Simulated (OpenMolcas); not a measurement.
## O+: CASPT2 settings compared

```json
{
 "Program": "OpenMolcas 26.06",
 "Basis": "ANO-R3 [4s4p2d1f]",
 "Scalar Hamiltonian": "X2C, finite nucleus",
 "Active space": "3 electrons in 3 orbitals (2p)",
 "State averaging": "2S+1 = 4 odd, 1 root; 2S+1 = 2 odd, 8 roots kept (CI in the orbitals of an earlier block)",
 "Spin-orbit coupling": "RASSI with atomic mean-field integrals over the reference wave functions, term energies averaged over their components"
}
```

Methods on the same reference wave functions:
A. CASSCF
B. SS-CASPT2, IPEA 0.4 Eh, sigma1 regulariser 0.5 Eh (closed shells correlated: 1s 2s)
C. SS-CASPT2, IPEA 0.2 Eh, sigma2 regulariser 0.2 Eh (closed shells correlated: 1s 2s)
D. SS-CASPT2, IPEA 0.3 Eh, imaginary shift 0.1 Eh (closed shells correlated: 1s 2s)

Energies in eV above 2s² 2p³ ⁴S°_3/2, the measured ground level; measured values from NIST Handbook of Basic Atomic Spectroscopic Data.

```json
{"Level": "2s² 2p³ ⁴S°_3/2", "A": "0.0000", "B": "0.0000", "C": "0.0000", "D": "0.0000", "Measured": "0.0000"}
{"Level": "2s² 2p³ ²D°_3/2", "A": "3.8277", "B": "3.418", "C": "3.434", "D": "3.425", "Measured": "3.3266"}
{"Level": "2s² 2p³ ²D°_5/2", "A": "3.8280", "B": "3.418", "C": "3.434", "D": "3.426", "Measured": "3.3241"}
{"Level": "2s² 2p³ ²P°_1/2", "A": "6.3799", "B": "5.405", "C": "5.399", "D": "5.401", "Measured": "5.0176"}
{"Level": "2s² 2p³ ²P°_3/2", "A": "6.3802", "B": "5.406", "C": "5.399", "D": "5.402", "Measured": "5.0174"}
```

Deviations, from unrounded energies. A percentage is the sum of absolute deviations over the sum of measured energies, with the sign that they share, or ± where signs differ.

| Against measurement | Levels | A | B | C | D |
| --- | --- | --- | --- | --- | --- |
| mean absolute deviation (cm-1) | 4 | 7500 | 1900 | 2000 | 2000 |
| other terms of the ground configuration (%) | 4 | +22.4 | +5.8 | +5.9 | +5.8 |

B, C, D lie about equally close to measurement and A furthest from it. The largest miss of B in the table is 2s² 2p³ ²P°_3/2, by +3100 cm-1. The ranking rests on the paired levels alone, and a cruder setting can come out closer through cancelling errors.

Among B to D the level of the table that moves most is 2s² 2p³ ²D°_5/2, by 130 cm-1 (lowest in B, highest in C). Moves below CASPT2's spread within the term are not significant.

The mean deviations of B to D differ by less than CASPT2's widest spread within a term (250 cm-1), so their order carries little weight.

From A to B the spin-free energies of the other terms of 2s² 2p³ shown, above ⁴S°, scale by factors of 0.85 to 0.89.

The lowest spin-free term lies below A's lowest term by 0.118 hartree in B, 0.122 hartree in C, 0.120 hartree in D.

Term energies are means over components that CASPT2 splits; among the terms shown or strongly mixed into the levels shown the widest spread is 250 cm-1 (2s² 2p³ ²D°, B). Terms from blocks run as CI alone lack orbitals of their own. With the s shell closed, the reference lacks s² → p² mixing. Without dynamic correlation excited terms often stand tens of per cent too high (terms of higher spin than the ground term too low), and those without a measured partner can miss by more than the paired ones (holds for A). Computed and measured levels are paired by configuration, term and J; levels that our copy of the source lacks, or whose pairing is in doubt (as where it misses far off the trend of its configuration), stay unpaired and out of the deviations. Only configurations of the active space appear.

° marks odd parity.
